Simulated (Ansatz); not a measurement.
One change: `[SiH3]CBC=S` becomes `[SiH3][SiH2]BC=S`.

Ansatz, PBE0-D4/def2-TZVP geometries, multiplicity 1. Each molecule was computed in one conformer, which needn't be the lowest. `[SiH3][SiH2]BC=S` holds a close contact that its SMILES doesn't draw: S···B 2.18 Å.

```json
{"property": "HOMO–LUMO gap (PBE/def2-TZVPP) / eV", "`[SiH3]CBC=S`": "2.13"}
{"property": "size of the dipole moment (ωB97M-V/def2-TZVPP) / D", "`[SiH3]CBC=S`": "1.99"}
{"property": "HOMO energy (PBE/def2-TZVPP) / eV", "`[SiH3]CBC=S`": "-5.59"}
{"property": "HOMO–LUMO gap (B3LYP/def2-TZVPP) / eV", "`[SiH3]CBC=S`": "3.79"}
{"property": "LUMO energy (B3LYP/def2-TZVPP) / eV", "`[SiH3]CBC=S`": "-2.71"}
{"property": "HOMO–LUMO gap (PBE0/def2-TZVPP) / eV", "`[SiH3]CBC=S`": "4.20"}
```

Task: Give the same properties after the change, and the shifts. (An estimate is asked.)

Result: Computed: 
| property | `[SiH3][SiH2]BC=S` | shift |
| --- | --- | --- |
| HOMO–LUMO gap (PBE/def2-TZVPP) / eV | 2.48 | 0.35 |
| size of the dipole moment (ωB97M-V/def2-TZVPP) / D | 2.20 | 0.21 |
| HOMO energy (PBE/def2-TZVPP) / eV | -6.36 | -0.77 |
| HOMO–LUMO gap (B3LYP/def2-TZVPP) / eV | 4.04 | 0.25 |
| LUMO energy (B3LYP/def2-TZVPP) / eV | -3.17 | -0.46 |
| HOMO–LUMO gap (PBE0/def2-TZVPP) / eV | 4.40 | 0.20 |

With PBE0 the HOMO falls by 0.68 eV and the LUMO falls by 0.48 eV, so the gap widens by about 0.20 eV. PBE moves the HOMO by -0.77 eV and ωB97M-V by -0.53 eV. Dipoles are sizes alone; their direction can turn.

B3LYP here is the variant with VWN-RPA as its local correlation; programs differ in this.
